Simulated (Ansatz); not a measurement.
Stepwise reaction of `C[SiH2][GeH3]` with water, as a gas-phase model of exchange steps in deposition or etching. ΔE in kJ/mol.

Gas-phase electronic energies from Ansatz, PBE0-D4/def2-TZVP geometries. CCSD(T)/CBS is the MP2 limit (def2-TZVPP, def2-QZVPP) plus CCSD(T) − MP2 in def2-TZVPP, frozen cores. This one scheme is used for every species. DFT in def2-TZVPP. B3LYP here is the variant with VWN-RPA as its local correlation; programs differ in this. For Ge outer-core shells are correlated without core-valence functions, which leaves a few kJ/mol of doubt a bond. Scalar relativity is left out up to krypton. One conformer a species, not always the lowest.

| step | reaction | PBE-D4 | B3LYP-D4 | ωB97M-V | CCSD(T)/CBS |
| --- | --- | --- | --- | --- | --- |
| 1 | `C[SiH2][GeH3]` + H₂O → `C[SiH2][GeH2][OH]` + H₂ | 4.8 | 2.5 | 5.3 | 8.0 |

Problem. Give the row of step 2, `C[SiH2][GeH2][OH]` + H₂O → `C[SiH](O)[GeH2][OH]` + H₂. (Estimate.)

Solution. Computed: 
| step | reaction | PBE-D4 | B3LYP-D4 | ωB97M-V | CCSD(T)/CBS |
| --- | --- | --- | --- | --- | --- |
| 2 | `C[SiH2][GeH2][OH]` + H₂O → `C[SiH](O)[GeH2][OH]` + H₂ | -59.0 | -66.6 | -66.1 | -63.2 |

Problem. By hand: ΔE of the 2 steps together at CCSD(T)/CBS.

Solution. (8.0) + (-63.2) = -55.2 kJ/mol, or -27.6 kJ/mol a step.

In ΔE each step is lower than the one before. PBE-D4 differs from CCSD(T)/CBS by -3.2 to 4.2 kJ/mol a step. Isolated molecules leave out the surface, adducts and barriers. Largest T1 diagnostic: 0.012.
